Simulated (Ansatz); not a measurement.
Program: Ansatz. Geometries: PBE0-D4/def2-TZVP. ΔE: electronic, gas phase. CBS: MP2 limit from def2 TZ/QZ plus the TZ coupled-cluster correction, frozen cores. DFT in def2-TZVPP. Elements past krypton have def2 core potentials. For In outer-core shells are correlated without core-valence functions, which leaves a few kJ/mol of doubt a bond. One conformer a species, not always the lowest.

`F[Si]([SiH3])([SiH3])Cl` + `[OH][InH2]` → `O[Si](F)([SiH3])Cl` + `[SiH3][InH2]`  (redistribution)

`F[Si]([SiH3])([SiH3])Cl`:

Z-matrix (Å, degrees):
```
Si
Si 1 2.345
Si 1 2.345 2 116.7
F 1 1.604 2 108.9 3 123.7
Cl 1 2.061 2 107.5 3 -120.7
H 2 1.487 1 108.1 3 57.8
H 2 1.487 1 109.9 3 -61.3
H 2 1.486 1 109.9 3 177.7
H 3 1.486 1 108.1 2 -57.8
H 3 1.487 1 109.9 2 61.3
H 3 1.486 1 109.9 2 -177.7
```

`[OH][InH2]`:

Z-matrix (Å, degrees):
```
In
O 1 1.991
H 1 1.715 2 114.8
H 1 1.705 2 111.5 3 -180.0
H 2 0.959 1 113.4 3 0.0
```

`O[Si](F)([SiH3])Cl`:

Z-matrix (Å, degrees):
```
Si
F 1 1.594
Si 1 2.329 2 110.8
O 1 1.624 2 110.0 3 120.9
Cl 1 2.053 2 105.1 3 -120.6
H 3 1.485 1 108.6 2 -56.8
H 3 1.485 1 109.8 2 63.3
H 3 1.484 1 108.7 2 -176.3
H 4 0.960 1 119.7 2 70.6
```

`[SiH3][InH2]`:

Z-matrix (Å, degrees):
```
Si
In 1 2.575
H 1 1.491 2 110.1
H 1 1.488 2 113.2 3 -120.7
H 1 1.491 2 110.5 3 118.3
H 2 1.730 1 119.9 3 -61.8
H 2 1.729 1 122.1 3 118.0
```

| species | r2SCAN0-D4 energy (Eh) |
| --- | --- |
| `F[Si]([SiH3])([SiH3])Cl` | -1432.14870 |
| `[OH][InH2]` | -267.17309 |
| `O[Si](F)([SiH3])Cl` | -1216.75503 |
| `[SiH3][InH2]` | -482.61080 |

Problem. Work out ΔE.

Solution. ΔE = (-1216.75503) + (-482.61080) − (-1432.14870) − (-267.17309) = -0.04404 Eh = -115.6 kJ/mol. CCSD(T)/CBS gives -103.9 kJ/mol.

Largest T1 diagnostic among the species: 0.017.

At CCSD(T), def2-SVP lies −3.3 kJ/mol from the extrapolated value and def2-TZVPP −6.1 kJ/mol. From BLYP to BHLYP (50 % exact exchange), in def2-TZVPP and without D4, ΔE moves by −24.0 kJ/mol.
